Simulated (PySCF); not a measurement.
## CBr: script and output

File input.py (PySCF 2.14):

```python
from pyscf import gto, scf

mol = gto.M(
    atom='C 0 0 0; Br 0 0 2.099',
    basis='jorge-dzp',
    charge=0,
    spin=1,
    verbose=4,
)
mf = scf.UHF(mol)
mf.kernel()
mf.nuc_grad_method().kernel()
mf.dip_moment()
print('orbital energies (hartree):', [e[max(0, n-3):n+3].round(4) for e, n in zip(mf.mo_energy, mol.nelec)])
```

```bash
$ python input.py
```

Output (some set-up lines and the per-cycle HOMO/LUMO lines with their warnings removed):

```
PySCF version 2.14.0

[INPUT] verbose = 4
[INPUT] num. atoms = 2
[INPUT] num. electrons = 41
[INPUT] charge = 0
[INPUT] spin (= nelec alpha-beta = 2S) = 1
[INPUT] symmetry False subgroup None
[INPUT] Mole.unit = angstrom
[INPUT] Symbol           X                Y                Z      unit          X                Y                Z       unit  Magmom
[INPUT]  1 C      0.000000000000   0.000000000000   0.000000000000 AA    0.000000000000   0.000000000000   0.000000000000 Bohr   0.0
[INPUT]  2 Br     0.000000000000   0.000000000000   2.099000000000 AA    0.000000000000   0.000000000000   3.966535135462 Bohr   0.0

nuclear repulsion = 52.9429320120057
number of shells = 24
number of NR pGTOs = 112
number of NR cGTOs = 58
basis = jorge-dzp
ecp = {}

******** <class 'pyscf.scf.uhf.UHF'> ********
method = UHF
initial guess = minao
damping factor = 0
level_shift factor = 0
DIIS = <class 'pyscf.scf.diis.CDIIS'>
diis_start_cycle = 1
diis_space = 8
diis_damp = 0
SCF conv_tol = 1e-09
SCF conv_tol_grad = None
SCF max_cycles = 50
direct_scf = True
direct_scf_tol = 1e-13
number electrons alpha = 21  beta = 20
Set gradient conv threshold to 3.16228e-05
init E= -2604.95933608476

cycle= 1 E= -2609.93978433173  delta_E= -4.98  |g|= 0.768  |ddm|= 1.17
cycle= 2 E= -2610.0028549886  delta_E= -0.0631  |g|= 0.235  |ddm|= 0.725
cycle= 3 E= -2610.03187817014  delta_E= -0.029  |g|= 0.0883  |ddm|= 0.345
cycle= 4 E= -2610.03674620182  delta_E= -0.00487  |g|= 0.0302  |ddm|= 0.123
cycle= 5 E= -2610.03758788798  delta_E= -0.000842  |g|= 0.0126  |ddm|= 0.0405
cycle= 6 E= -2610.03798205214  delta_E= -0.000394  |g|= 0.00416  |ddm|= 0.0434
cycle= 7 E= -2610.03803924223  delta_E= -5.72e-05  |g|= 0.00239  |ddm|= 0.0145
cycle= 8 E= -2610.03806591616  delta_E= -2.67e-05  |g|= 0.00181  |ddm|= 0.0105
cycle= 9 E= -2610.03808875272  delta_E= -2.28e-05  |g|= 0.0014  |ddm|= 0.0121
cycle= 10 E= -2610.03811154352  delta_E= -2.28e-05  |g|= 0.00086  |ddm|= 0.018
cycle= 11 E= -2610.03812160069  delta_E= -1.01e-05  |g|= 0.000224  |ddm|= 0.0188
cycle= 12 E= -2610.03812188529  delta_E= -2.85e-07  |g|= 7e-05  |ddm|= 0.00296
cycle= 13 E= -2610.03812189858  delta_E= -1.33e-08  |g|= 2.59e-05  |ddm|= 0.000436
cycle= 14 E= -2610.03812190082  delta_E= -2.24e-09  |g|= 7.86e-06  |ddm|= 0.000136
cycle= 15 E= -2610.038121901  delta_E= -1.83e-10  |g|= 2.81e-06  |ddm|= 3.34e-05
Extra cycle  E= -2610.03812190101  delta_E= -5.91e-12  |g|= 1.7e-06  |ddm|= 4.59e-06
converged SCF energy = -2610.03812190101  <S^2> = 0.7710288  2S+1 = 2.0209194

******** <class 'pyscf.grad.uhf.Gradients'> for <class 'pyscf.scf.uhf.UHF'> ********
unit = Eh/Bohr
--------------- UHF gradients ---------------
         x                y                z
0 C     0.0000000000     0.0000000000    -0.0460917646
1 Br    -0.0000000000    -0.0000000000     0.0460917646
----------------------------------------------
Dipole moment(X, Y, Z, Debye):  0.00000, -0.00000, -0.95723
orbital energies (hartree): [array([-0.4604, -0.4369, -0.4051, -0.0014,  0.0836,  0.4555]), array([-0.4427, -0.4408, -0.4347,  0.0244,  0.0801,  0.118 ])]
```

In short: E(SCF) = -2610.038122 Eh, 15 cycles, ⟨S²⟩ = 0.771, μz(SCF) = -0.96 D, gradient on the second atom 0.0461 Eh/bohr.

Wall time 2 s on one thread of a shared host.

The bond length is a typed value, not an optimised one. No search for the lowest solution was made.
